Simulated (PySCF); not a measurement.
SnI3, SMILES [I][Sn-]([I])[I], charge -1.

Coordinates come from a PBE-D3(BJ)/def2-SVPD optimisation. The isomer is the one that the SMILES or the coordinates give; other isomers of the formula were not compared. The def2 effective core potentials stand for the cores of I, Sn; spin–orbit coupling is left out.

All values below come from PBE-D3(BJ)/def2-SVPD (PySCF).

Frequencies are harmonic and unscaled.

Modes within 1.5 cm⁻¹ of each other (mostly degenerate sets) share a row, with their intensities summed.

```tsv
mode	ν (cm⁻¹)	IR (km/mol)	moving atoms (share of kinetic energy)
1–2	39	0.0	I 91 %, Sn 9 %
3	52	0.0	I 75 %, Sn 25 %
4–5	146	76.2	Sn 58 %, I 42 %
6	153	4.9	Sn 51 %, I 49 %
```
